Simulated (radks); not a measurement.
Values are calculated unless marked as measured or tabulated.
How relativity changes the ionisation of neutral samarium ([Xe] 4f6 6s2) to Sm+ ([Xe] 4f6 6s1). Spin-unpolarised spherical Kohn-Sham, LDA (Slater exchange, Perdew-Wang correlation), point nucleus unless stated (finite: rms radius 5.0819 fm), a radial shooting solver on a logarithmic mesh with Libxc functionals. A level marked "c x" has the speed of light scaled by that factor and shares open shells by 2j + 1; other Dirac levels either fill j = l - 1/2 first or share by 2j + 1.

| level | E(Sm) (hartree) | E(Sm+) (hartree) | IE (eV) | HOMO | <r> HOMO (bohr) |
|---|---|---|---|---|---|
| non-rel. | -10031.2336 | -10031.0209 | 5.787 | 6s | 4.505 |
| scalar-rel. | -10419.9980 | -10419.7721 | 6.146 | 4f | 1.018 |
| scalar-rel., finite nucleus | -10419.3168 | -10419.0910 | 6.145 | 4f | 1.018 |
| Dirac, 2j+1 shares | -10427.2797 | -10427.0538 | 6.147 | 4f7/2 | 1.029 |
| Dirac, low j first | -10427.3477 | -10427.1221 | 6.140 | 4f5/2 | 1.013 |
| Dirac, 2j+1 shares, finite nucleus | -10426.5948 | -10426.3689 | 6.147 | 4f7/2 | 1.029 |
| Dirac, c x 5 | -10045.5680 | -10045.3549 | 5.798 | 6s1/2 | 4.496 |
| Dirac, c x 10 | -10034.8069 | -10034.5941 | 5.790 | 6s1/2 | 4.503 |
| Dirac, c x 100 | -10031.2693 | -10031.0566 | 5.787 | 6s1/2 | 4.505 |

NIST Atomic Spectra Database: 5.644 eV (measured). The relativistic part of the total energy of Sm is -395.4 hartree (Dirac, 2j+1 shares, finite nucleus), 3.9 % of the non-relativistic value. Spin polarisation and multiplet splitting of open shells are left out at every level.

Beside tabulated values, note that relativity, absent from the non-relativistic runs, is large for the heavy elements, and spin-unpolarised runs miss the spin-polarisation part of the exchange energy of open shells.
